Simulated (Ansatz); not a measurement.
# Which is lower?

The two ends of one reaction step of Si5NH15O, singlet (PBE0-D4/def2-TZVP).

A:

```xyz
22
angstrom
Si -0.0021 -2.1021 2.8622
N 0.7434 -2.1893 1.2839
H -0.4816 -1.4212 0.1181
O -1.0803 -0.8874 -0.4490
Si -0.4462 0.5521 -0.9453
Si 1.3174 0.2585 -2.4719
Si -2.1312 1.8235 -1.9512
Si 0.4702 1.7900 0.8322
H -0.3734 -0.6866 3.0964
H -1.2046 -2.9676 2.8157
H 0.8778 -2.5572 3.9742
H 0.9260 -3.1194 0.9305
H 1.5767 -1.6283 1.1577
H 1.9095 1.5747 -2.8406
H 0.8775 -0.4294 -3.7170
H 2.3952 -0.5689 -1.8527
H -1.5320 3.1079 -2.4096
H -3.2276 2.1276 -0.9921
H -2.7069 1.1228 -3.1310
H 1.5734 1.0246 1.4883
H 1.0529 3.0607 0.3185
H -0.5335 2.1150 1.8827
```

B:

| atom | x (Å) | y (Å) | z (Å) |
| --- | --- | --- | --- |
| Si1 | 0.1989 | -1.0403 | 2.0565 |
| N2 | -0.2584 | -3.4391 | 0.6988 |
| H3 | -1.1456 | -3.3196 | 0.2258 |
| O4 | -0.0194 | -0.6169 | 0.4770 |
| Si5 | 0.0093 | 0.7658 | -0.4210 |
| Si6 | 1.6941 | 0.5976 | -2.0432 |
| Si7 | -2.0521 | 1.0176 | -1.5092 |
| Si8 | 0.4079 | 2.7020 | 0.8470 |
| H9 | 0.4415 | 0.2629 | 2.7594 |
| H10 | -1.0148 | -1.6229 | 2.6714 |
| H11 | 1.4120 | -1.8598 | 2.2758 |
| H12 | -0.2844 | -4.3260 | 1.1866 |
| H13 | 0.4563 | -3.4998 | -0.0159 |
| H14 | 1.6812 | 1.8151 | -2.9002 |
| H15 | 1.4786 | -0.5930 | -2.9125 |
| H16 | 3.0367 | 0.4752 | -1.4107 |
| H17 | -2.0073 | 2.2236 | -2.3813 |
| H18 | -3.1609 | 1.1803 | -0.5287 |
| H19 | -2.3523 | -0.1682 | -2.3597 |
| H20 | 1.7364 | 2.6707 | 1.5159 |
| H21 | 0.3885 | 3.8493 | -0.1047 |
| H22 | -0.6462 | 2.9256 | 1.8728 |

Computed with Ansatz 0.2.0 (basis: def2-TZVPP); correlated methods freeze the cores. B3LYP uses VWN-RPA correlation.

Problem. Which structure is lower at CCSD(T), and by how much? (To be estimated.)

Solution. Computed: B, by 9.73 kcal/mol (electronic energy, against the other). By their contacts, A is a complex of Si₄H₁₀O ([OH][Si]([SiH3])([SiH3])[SiH3]) + SiNH₅ ([NH2][SiH3]) and B is a complex of Si₅H₁₂O ([SiH3][O][Si]([SiH3])([SiH3])[SiH3]) + NH₃.

All methods give the same order:

```tsv
method	E(B) − E(A) (kcal/mol)
SPW92	-5.88
PBE-D4	-7.12
BLYP-D4	-8.71
r2SCAN-D4	-8.92
B97M-V	-10.55
PBE0-D4	-8.31
B3LYP-D4	-9.45
r2SCAN0-D4	-9.54
BHLYP-D4	-11.16
CAM-B3LYP-D4	-9.40
wB97X-V	-9.44
wB97M-V	-9.90
B2PLYP	-9.31
PBE-QIDH	-9.33
RPA on PBE	-9.85
HF	-12.30
MP2	-9.66
CCSD	-10.22
CCSD(T)	-9.73
```

No T1 diagnostic of these runs exceeds 0.014.

Labels in which every atom is bracketed show which atoms are joined, not bond orders.

For scale, one of the runs: CCSD(T)/def2-TZVPP, 482 basis functions, launched by `ansatz run in.yaml --threads 4 --pin off --events-out ev --progress --plain --max-ram 66560MiB --backend cuda --devices 0, --max-vram 37GiB`. The run took 27 s on 4 CPU threads of an AMD EPYC 7R13 and a share of one NVIDIA H100 (shared host), with 1.3 GiB of host memory at its peak.
